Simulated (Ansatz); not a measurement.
The first iterations of a band of Cl2H2Si + FH + H2O (10 atoms, charge 0, multiplicity 1).

Method: RKS PBE-D4/def2-SVP (Ansatz).

```json
{"movable images": "2", "climbing image": "no", "spring": "5.0 eV/Å²", "optimiser": "quadratic models (default)", "start path": "through a guess of the saddle point", "force threshold": "0.05 eV/Å", "iteration limit": "60", "end points": "relaxed"}
```

Image 0:

```xyz
10
Properties=species:S:1:pos:R:3
Si -0.999 0.588 -0.993
H -0.658 -0.854 -1.140
Cl -1.419 1.268 -2.921
Cl 0.740 1.644 -0.417
H -2.152 0.996 -0.151
H 0.100 -0.747 1.447
F -0.854 -0.541 1.335
H 1.867 -1.521 0.673
O 1.631 -0.839 1.329
H 1.744 0.008 0.838
```

Image 3:

```xyz
10
Properties=species:S:1:pos:R:3
Si -1.283 1.167 -0.165
H 1.902 -2.005 -1.717
Cl -1.358 -0.265 -1.618
Cl 0.523 2.161 -0.161
H -2.377 2.156 -0.350
H 0.158 -0.836 1.605
F -1.494 0.483 1.305
H 1.587 -1.781 -1.049
O 0.945 -0.972 1.045
H 1.397 -0.109 1.105
```

| iteration | highest image above the first end (eV) | largest band force component (eV/Å) |
| --- | --- | --- |
| 1 | 2.311 | 8.993 |
| 2 | 0.690 | 2.496 |
| 3 | 0.387 | 2.145 |
| 4 | 0.360 | 0.536 |
| 5 | 0.327 | 0.456 |

Question: Does the band converge within its limit, and where does its top end?

Answer: The forces met the threshold. It ended after 16 iterations with the highest image 0.192 eV above the first end. No image climbed, so the highest image needn't sit at the top of the path. A band with more images between the same ends climbed to 0.67 eV, so this one has probably stepped over the top. So few images can step over the top or miss a turn of the path. The orbitals stay closed-shell, which can raise the energy where a bond breaks towards radicals; this wasn't checked here.

The run took 66 s on 2 threads of Arm Neoverse V1 (shared host), peak memory 0.15 GiB.
